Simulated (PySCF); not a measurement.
**Electron correlation in Mn (manganese, neutral)**

[Ar] 3d5 4s2, high-spin 6S determinant. Calculation: PySCF 2.14, in ANO-RCC-VTZP (6s5p3d2f1g, 59 functions); the spin-free X2C one-electron Hamiltonian (Gaussian nucleus). Frozen: [Ne]; 15 electrons correlated.

| level | correlation energy (mhartree) |
| --- | --- |
| CCSD | -471.95 |
| (T) | -12.25 |
| CCSD(T) | -484.20 |

Diagnostics: T1 = 0.018, D1 = 0.0751, largest double amplitude 0.118.

Question: Is a single reference adequate?

Answer: Mostly. T1 lies below 0.03, but a double amplitude of this size points to a near-degeneracy that CCSD handles and MP2 describes poorly.
